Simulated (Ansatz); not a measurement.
Abridged output of a molecular run in Ansatz:

```
Functional definition: HF
1596 factors; integrals over basis functions are off by at most 1.2e-3 eV
mean field evaluation 1: about -83644.1582 eV, gradient 3.2e1 eV
mean field evaluation 2: about -83644.3793 eV, gradient 3.2e1 eV
mean field evaluation 4: about -83647.4076 eV, gradient 3.5e0 eV
mean field evaluation 8: about -83647.4640 eV, gradient 2.4e-1 eV
mean field -83647.46432576 eV, -3073.9876156841 hartree, gradient 2.6e-6 eV, S^2 0.000000; 0 other end points of the search recorded, 0 dependent functions left out
17 core orbitals not correlated: weight in the atoms' cores, before any rotation towards them, 1.000 or more for the frozen orbitals, at most 0.000 for the correlated occupied ones
reference -83647.46432576 eV, -3073.9876156841 hartree; 20, 20 occupied and 230, 230 virtual orbitals, 1596 factors
second order -24.65423286 eV of doubles, -0.00000000 eV of singles
cycle   1  -25.28993031 eV  change   -6.4e-1 eV  update   1.0e-1
cycle   2  -25.87906794 eV  change   -5.9e-1 eV  update   2.9e-2
cycle   3  -25.98350265 eV  change   -1.0e-1 eV  update   1.5e-2
cycle   4  -25.97089917 eV  change    1.3e-2 eV  update   4.3e-3
cycle   5  -25.97041513 eV  change    4.8e-4 eV  update   2.0e-3
cycle   6  -25.97021111 eV  change    2.0e-4 eV  update   6.1e-4
cycle   7  -25.96997884 eV  change    2.3e-4 eV  update   1.9e-4
cycle   8  -25.97004536 eV  change   -6.7e-5 eV  update   7.1e-5
cycle   9  -25.97006892 eV  change   -2.4e-5 eV  update   2.5e-5
perturbative correction -1.07592197 eV, -0.0395394030 hartree
Total energy: -83674.51031665 eV, -3074.9815375169 hartree
```

Its atoms:

```xyz
11

C     0.3312   -0.0248    1.4562
C    -0.4942   -0.1262    0.1761
B     0.3141   -0.1699   -1.1609
S    -0.1469    0.6579   -2.6743
Br    1.9228   -1.2275   -1.2933
H    -0.3118   -0.0435    2.3386
H     1.0385   -0.8519    1.5360
H     0.9071    0.9031    1.4829
H    -1.0768   -1.0594    0.1967
H    -1.2357    0.6785    0.1382
H    -1.2484    1.2638   -2.1963
```

Q: Which basis set was used?
A. def2-SVPD
B. def2-TZVPP
C. def2-SVP
D. cc-pV(D+d)Z

A: B. It gives 267 functions.

Q: Write the keys of the input that set method, charge and spin (a neutral closed shell needs none for the last two).

A: 
```yaml
correlation: {method: ccsd_t}
```
